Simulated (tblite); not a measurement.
A tight-binding relaxation on `C[C@@H]1CC[C@@]1(F)C(=O)Br`.

Computed with GFN2-xTB geometry optimisation, gas phase (tblite 0.8.0). Start geometry: from a force field or distance geometry. A driver script takes a list of jobs; this job's settings line and coordinates (Å) are shown.

Command:
```bash
OMP_NUM_THREADS=1 python probes_run.py task.json out
```

Input:
```
{"job": {"kind": "relax", "xc": "GFN2-xTB", "basis": "xTB"}, "charge": 0, "multiplicity": 1}
C     -1.678200    -0.832300    -0.202900
C     -0.449900    -0.385600     0.535800
C     -0.425400     1.132900     0.608300
C      0.396900     1.101700    -0.683900
C      0.719900    -0.359600    -0.379000
F      0.553900    -1.231000    -1.446100
C      2.074600    -0.423200     0.230300
O      2.915200     0.485300     0.088900
Br     2.508200    -1.986500     1.293500
H     -2.598400    -0.683300     0.408800
H     -1.645400    -1.875800    -0.562600
H     -1.824900    -0.214000    -1.113600
H     -0.295200    -0.847200     1.550200
H     -1.423800     1.600000     0.472200
H      0.127800     1.541700     1.461100
H      1.253000     1.784200    -0.680200
H     -0.215300     1.204700    -1.590700
```

Output:
```
step      E/eV     max force
  0    -810.14929    4.235
  1    -810.28548    5.865
  2    -810.45774    1.131
  3    -810.49105    0.597
  4    -810.53908    0.648
  5    -810.56446    0.604
  6    -810.58729    0.467
  7    -810.60140    0.427
  8    -810.61369    0.326
  9    -810.62206    0.232
... (56 lines left out)
 66    -810.79051    0.033
 67    -810.79054    0.030
 68    -810.79058    0.029
 69    -810.79063    0.018
 70    -810.79068    0.018
 71    -810.79072    0.024
 72    -810.79075    0.021
 73    -810.79078    0.014
 74    -810.79080    0.012
 75    -810.79083    0.009
```

«max force» is the largest atomic force in eV/Å.

**Question.** From which step on does the largest force stay under 0.1 eV/Å, and how much energy is left to gain from there?

**Answer.** From step 49 (0.091 eV/Å), 7.3 meV above the end.

In short: energy lowered by 14.8 kcal/mol over 75 steps; largest atomic force 0.009 eV/Å at the end.

**Question.** Give the final coordinates.

**Answer.** 0.509 Å rms from the input after alignment:
```
atom  x, y, z in Å
C1    -1.6621   -0.9995    0.0535
C2    -0.4638   -0.2100    0.5433
C3    -0.5546    1.3195    0.3760
C4     0.5311    1.2790   -0.7113
C5     0.7393   -0.2195   -0.4507
F6     0.5618   -1.0200   -1.5481
C7     2.0103   -0.5724    0.2539
O8     2.7062    0.1450    0.8877
Br9    2.3943   -2.4814    0.1754
H10   -2.4968   -0.8496    0.7338
H11   -1.4278   -2.0606    0.0140
H12   -1.9534   -0.6752   -0.9423
H13   -0.1856   -0.5369    1.5475
H14   -1.5263    1.6719    0.0395
H15   -0.2586    1.8742    1.2624
H16    1.4125    1.8884   -0.5247
H17    0.1666    1.4592   -1.7197
```

Time: 0.72 s. Hardware: an AMD EPYC 7R43 with one thread, shared host with 256 logical CPUs at a one-minute load of 69.
Labels such as C1 count atoms from 1, the log's own numbers from 0.
